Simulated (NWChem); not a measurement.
Correlation energy of thiourea (CH$_{4}$N$_{2}$S)

SMILES: NC(N)=S
```xyz
8

N     -1.0965    -0.3517    -1.0488
C      0.0000     0.0000    -0.3153
N      1.0965     0.3517    -1.0488
S      0.0000     0.0000     1.3534
H     -1.1896    -0.0545    -2.0146
H     -1.9524    -0.4855    -0.5252
H      1.1896     0.0545    -2.0146
H      1.9524     0.4855    -0.5252
```
Charge 0, spin multiplicity 1.

Everything below was run with NWChem. Structure: optimised with B3LYP/def2-SVP, a minimum by its harmonic frequencies. It is one conformer; others weren't searched.

Basis set: cc-pVDZ. Each correlation energy counts from its own Hartree-Fock reference.

The correlated methods keep 8 core orbitals frozen. Coupled-cluster values serve here as a point of comparison, not as the truth.

```tsv
method	correlation energy (mHa)
RI-MP2	-596.0
MP2	-596.0
SCS-MP2	-579.6
CR-CCSD[T]	-644.7
CR-CCSD(T)	___
CCSD	-628.7
CCSD+T(CCSD)	___
CCSD(T)	-649.6
```

Task: Complete the blanks.

Result: 
- CR-CCSD(T), correlation energy (mHa): -643.9
- CCSD+T(CCSD), correlation energy (mHa): -650.8
